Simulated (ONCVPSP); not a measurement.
What one change does to a pseudopotential (W, ONCV)

ONCVPSP 4.0.1 input, shortened (lines: element, Z, core and valence counts, functional; n l f; lmax; l rc ep ncon nbas qcut; lloc lpopt rc5 dvloc0; l nproj debl; icmod fcfact rcfact), PBE, scalar-relativistic:

```
  W 74.00    9    5        4      upf
    1    0    2.00
    2    0    2.00
    2    1    6.00
    3    0    2.00
    3    1    6.00
    3    2   10.00
    4    0    2.00
    4    1    6.00
    4    2   10.00
    4    3   14.00
    5    0    2.00
    5    1    6.00
    5    2    4.00
    6    0    2.00
    3
    0    1.90    0.00    4    8    5.30
    1    1.85    0.00    4    8    6.80
    2    2.35    0.00    3    8    8.10
    3    0.80    0.00    4    8   18.40
    4    5    0.70    6.00
    0    2    2.80
    1    2    1.50
    2    1    4.00
    3    2    1.20
    0    0.00    0.00
```

In the p channel the program set the typed energies aside and used -1.588, 0.250 Ha. In the f channel the program set the typed energies aside and used -1.220, 0.250 Ha.

All-electron outer shells of the reference configuration (PBE, scalar-relativistic, ld1.x):

| shell | level (eV) | outermost node (bohr) | outermost maximum (bohr) |
| --- | --- | --- | --- |
| 4d | -238.43 | 0.22 | 0.45 |
| 5s | -79.07 | 0.53 | 0.96 |
| 5p | -43.20 | 0.57 | 1.09 |
| 4f | -33.21 | – | 0.43 |
| 6s | -5.71 | 1.28 | 2.67 |
| 5d | -4.48 | 0.63 | 1.49 |

Change: s: qcut 7.2; p: qcut 9.3; d: qcut 11; f: qcut 25.1.

Cutoffs: the cutoffs (Ha) at which the residual kinetic energy of the hardest occupied pseudo-wave falls to 1 and 0.1 mHa per electron; they do not see the model core or the augmentation charge, which bear on the density cutoff. Errors are all-electron minus pseudo energies relative to the spin-unpolarised reference configuration.

Task: How do hardness, ghosts and transferability respond?

Result: The potential gets neither clearly harder nor softer (202 Ha and 424 Ha → 239 Ha and 264 Ha); the bound ghosts move from p, s to s; the lowest positive-energy flag moves from none to p at 1.4 eV; of the 4 tests that both files solve, the error grows in 0 and shrinks in 3 by more than 15 % and 0.3 meV (median size 12.7 → 10.1 meV); the range in which the p phases agree widens (upper end -0.3 → at the end of the scan).

| quantity | base | changed |
| --- | --- | --- |
| cutoff, loose | 202 Ha | 239 Ha |
| cutoff, tight | 424 Ha | 264 Ha |
| loose cutoff by channel | s 11 Ha, p 11 Ha, d 15 Ha, f 202 Ha | s 16 Ha, p 22 Ha, d 18 Ha, f 239 Ha |
| bound ghosts | s, p | s |
| GHOST(+) flags under 300 eV | none | p at 1.4 eV |
| error for 4f14 5s2 5p6 5d4 6s1, meV [ΔE 8.88 eV] | -4.8 | -4.3 |
| error for 4f14 5s2 5p6 5d4 6s0, meV [ΔE 24.56 eV] | -17 | -14 |
| error for 4f14 5s2 5p6 5d3 6s0, meV [ΔE 49.95 eV] | -8.7 | -6.4 |
| error for 4f13 5s2 5p6 5d5 6s1, meV [ΔE 41.82 eV] | +143 | -24 |
| s: phases at 1.93 bohr within 0.05 rad from the reference energy up to (Ha; the scan ends near 5) | to the end of the scan | to the end of the scan |
| p: phases at 1.87 bohr within 0.05 rad from the reference energy up to (Ha; the scan ends near 5) | -0.3 | to the end of the scan |
| d: phases at 2.38 bohr within 0.05 rad from the reference energy up to (Ha; the scan ends near 5) | 1.2 | 1.2 |
| f: phases at 0.81 bohr within 0.05 rad from the reference energy up to (Ha; the scan ends near 5) | to the end of the scan | to the end of the scan |

 A true bound ghost makes a file unfit for plane-wave use even where its test errors are small: the radial tests pick states by their node count and pass the ghost by.
